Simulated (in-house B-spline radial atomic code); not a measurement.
**Ionising Ta II (Ta+) with different functionals**

Computed with an all-electron radial atomic-structure program (B-spline basis): scalar-relativistic (spin-free X2C) Hamiltonian, Fermi nucleus of rms radius 5.3507 fm, spin-polarised at highest spin, spherical fractional occupations for the functionals, the average over the highest-spin determinants for Hartree-Fock. The ionisation energy is the difference of two self-consistent energies, [Xe] 4f14 5d3 6s1 → [Xe] 4f14 5d3, without Breit or QED terms; ε is the level of the shell that loses the electron (its least bound occupied spin orbital). There is no spin-orbit coupling in this Hamiltonian.

Hybrids are left out here: with spherical fractional occupations of an open shell their exact exchange keeps a self-interaction that integer-occupation calculations don't have.

```json
{"method": "Hartree-Fock", "rung": "Hartree-Fock", "ΔSCF (eV)": "14.22", "-ε(6s) (eV)": "14.48"}
{"method": "LDA VWN5", "rung": "LDA", "ΔSCF (eV)": "15.92", "-ε(6s) (eV)": "12.56"}
{"method": "LDA PW92", "rung": "LDA", "ΔSCF (eV)": "15.92", "-ε(6s) (eV)": "12.56"}
{"method": "LDA exchange-only", "rung": "LDA", "ΔSCF (eV)": "15.33", "-ε(6s) (eV)": "11.99"}
{"method": "PBE", "rung": "GGA", "ΔSCF (eV)": "15.67", "-ε(6s) (eV)": "12.36"}
{"method": "PBEsol", "rung": "GGA", "ΔSCF (eV)": "15.71", "-ε(6s) (eV)": "12.42"}
{"method": "BLYP", "rung": "GGA", "ΔSCF (eV)": "15.53", "-ε(6s) (eV)": "12.14"}
{"method": "RPBE", "rung": "GGA", "ΔSCF (eV)": "15.57", "-ε(6s) (eV)": "12.30"}
{"method": "PW91", "rung": "GGA", "ΔSCF (eV)": "15.75", "-ε(6s) (eV)": "12.43"}
{"method": "BP86", "rung": "GGA", "ΔSCF (eV)": "?", "-ε(6s) (eV)": "?"}
{"method": "AM05", "rung": "GGA", "ΔSCF (eV)": "15.71", "-ε(6s) (eV)": "12.41"}
{"method": "OLYP", "rung": "GGA", "ΔSCF (eV)": "15.31", "-ε(6s) (eV)": "12.07"}
{"method": "TPSS", "rung": "meta-GGA", "ΔSCF (eV)": "15.48", "-ε(6s) (eV)": "12.28"}
{"method": "SCAN", "rung": "meta-GGA", "ΔSCF (eV)": "16.21", "-ε(6s) (eV)": "12.98"}
{"method": "r2SCAN", "rung": "meta-GGA", "ΔSCF (eV)": "?", "-ε(6s) (eV)": "?"}
{"method": "revTPSS", "rung": "meta-GGA", "ΔSCF (eV)": "15.46", "-ε(6s) (eV)": "12.29"}
```

Question: What does BP86 give?

Answer: ΔSCF 15.82 eV, and -ε(6s) = 12.51 eV.

Question: What does r2SCAN give?

Answer: ΔSCF 15.66 eV, and -ε(6s) = 12.67 eV.

Question: How do they compare with the NIST value?

Answer: NIST lists 16.2 eV ± 0.5 (semi-empirical, ground level to ground level). Errors run from -1.98 to +0.01 eV; SCAN is closest (+0.01 eV), though others lie within the uncertainty of it, and part of that can be cancellation, since the calculations leave out spin-orbit coupling, Breit-QED terms, multiplet and fine-structure energies. Hartree-Fock also lacks correlation.
